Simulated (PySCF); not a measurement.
# Exercise with solution: chemical shift, span and skew from a shielding tensor

C2H5BO3, SMILES CC(=O)OBO. Atoms are numbered in the order given.

```xyz
11

B     -0.4132     0.9910     1.0269
H     -1.3154     1.5946     0.5161
O      0.3216     0.0311     0.3456
C     -0.0734    -0.5068    -0.8431
C      1.0765    -1.1610    -1.5457
O     -1.2017    -0.4660    -1.2346
H      0.7332    -1.6144    -2.4816
H      1.5232    -1.9256    -0.8931
H      1.8592    -0.4149    -1.7489
O     -0.0494     1.2714     2.2907
H      0.6823     0.7191     2.5923
```
Charge 0, spin multiplicity 1.

Geometry optimised at PBE0-D3(BJ)/def2-SVP. This is a generated structure with no PubChem entry under its InChIKey; it may be hypothetical. One conformer was computed; it need not be the lowest.

GIAO shieldings from PBE/pcSseg-1 in PySCF, non-relativistic, no solvent. The symmetric part of the tensor of C4 has the principal values -96.5, 61.9, 70.2 ppm. The same nucleus in TMS has σ = 182.0 ppm at this level (PySCF, at its B3LYP-D3(BJ)/def2-TZVP geometry).

Question: Work out the isotropic shielding, the ¹³C shift against TMS, the span and the skew.

Answer: 
σ(iso) = (σ11 + σ22 + σ33)/3 = 11.9 ppm. δ = σ(ref) − σ(iso) = 182.0 − (11.9) = 170.1 ppm.
Span Ω = σ33 − σ11 = 166.7 ppm. Skew κ = 3(σ(iso) − σ22)/Ω = -0.90. Tumbling in solution averages the tensor to δ; in a static solid the shielding alone would spread this spin-1/2 line over Ω.
